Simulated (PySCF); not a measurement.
Species: C3H10OSi2.
Numbering: `[SiH3:1][SiH2:2][CH:3]1[CH2:4][O:5][CH2:6]1`

NICS is the negative of the GIAO shielding at a point without a nucleus: at the ring centre (0) and 1 Å above and below it (1); zz is the component along the ring normal. Level: GIAO PBE0/pcSseg-1 (PySCF, non-relativistic, gas phase) on the GFN2-xTB geometry, one conformer.

Ring bond lengths (Å), with Mayer bond orders in brackets: C3–C4 1.532 (1.01), C4–O5 1.428 (0.92), O5–C6 1.428 (0.92), C6–C3 1.532 (1.01).

Q: Give the NICS values of each ring in ppm.

A: 
```csv
ring,type,NICS(0),"NICS(1), two faces","NICS(1)zz, two faces",rms pucker (Å),"centre to ring atoms, mean (Å)"
C3–C4–O5–C6,4-membered ring with O; formal bonds all single,0.7,2.3 / 1.0,3.6 / 1.0,0.07,1.04
```

Q: What do they say, and how far can they be read as aromaticity?

A: 
- C3–C4–O5–C6: mean NICS(1)zz 2.3 ppm, near zero. C3, C4, C6 have four or more neighbours; no verdict on aromaticity is drawn.

Q: At the second NICS(1) probe listed for ring C3–C4–O5–C6, 1 Å off the ring, how large is the induced field along the normal in 14.1 T applied along it?

A: NICSzz × B0 = 1.0 ppm × 14.1 T = 14 μT, along the applied field.

Q: List the ring angles and the Hirshfeld charges of the ring atoms.

A: 
- C3–C4–O5–C6: C3 84.0° (-0.124 e), C4 91.2° (+0.004 e), O5 91.7° (-0.172 e), C6 91.2° (+0.004 e); sum 358.2° against 360° for a flat convex ring.

Q: What are the shieldings of the ring atoms and their hydrogens in the same run (means over atoms taken as equivalent)?

A: 
| atoms | environment | σ isotropic (ppm) | principal values of the symmetric part, first atom (ppm) |
| --- | --- | --- | --- |
| C3 | sp3 carbon bound to silicon | 169.1 | 145.6, 171.9, 189.8 |
| C4 (×2) | sp3 carbon bound to oxygen | 111.0 | 85.5, 87.7, 159.8 |
| O5 | cyclic ether oxygen | 322.2 | 244.1, 355.1, 367.3 |
| H on C3 | methine hydrogen | 29.17 | 24.2, 28.9, 34.5 |
| H on C4 (×2) | methylene hydrogen | 26.43 | 23.6, 25.3, 30.4 |
| H on C4 (×2) | methylene hydrogen | 27.35 | 24.4, 26.5, 31.2 |

Conformer computed: `[SiH3:1][SiH2:2][CH:3]1[CH2:4][O:5][CH2:6]1`: Si1–Si2–C3–C4 -47°.
